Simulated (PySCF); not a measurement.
# Co (cobalt, neutral) across methods

[Ar] 3d6 4s2 5s1, high-spin 6D determinant (an excited configuration). Calculation: PySCF 2.14, in x2c-TZVPPall with one added diffuse shell each of s, p, d, f type (7s6p5d3f1g, 80 functions); scalar relativity by spin-free X2C-1e.

| method | E (hartree) | mean ε 4s β (eV) | mean ε 4s α (eV) | mean ε 5s α (eV) | Σ⟨r²⟩ (bohr²) | ⟨S²⟩ |
| --- | --- | --- | --- | --- | --- | --- |
| M06-2X | -1392.881 | -11.783 | -11.662 | -2.347 | 88.25 | 8.756 |
| LDA | -1390.167 | -10.331 | -11.237 | -1.727 | 88.57 | 8.753 |
| r2SCAN | -1392.812 | -10.337 | -11.166 | -1.751 | 91.21 | 8.757 |
| wB97X | -1392.876 | -13.539 | -14.146 | -2.724 | 96.10 | 8.753 |
| TPSS | -1392.865 | -10.157 | -11.107 | -1.742 | 93.41 | 8.754 |
| PBE | -1392.599 | -10.118 | -11.040 | -1.766 | 91.30 | 8.753 |
| PBE0 | -1392.625 | -10.947 | -11.882 | -2.042 | 92.25 | 8.753 |
| r2SCANh | -1392.804 | -10.640 | -11.481 | -1.852 | 91.13 | 8.757 |

(1) Estimate the same row for UHF.

The outer electron is Rydberg-like, and this basis confines it to a smaller radius and binds it less than a complete one would.

Answers

(1) E (hartree) = -1391.57146; mean ε 4s β (eV) = -12.492; mean ε 4s α (eV) = -13.644; mean ε 5s α (eV) = -2.557; Σ⟨r²⟩ (bohr²) = 95.09; ⟨S²⟩ = 8.756.
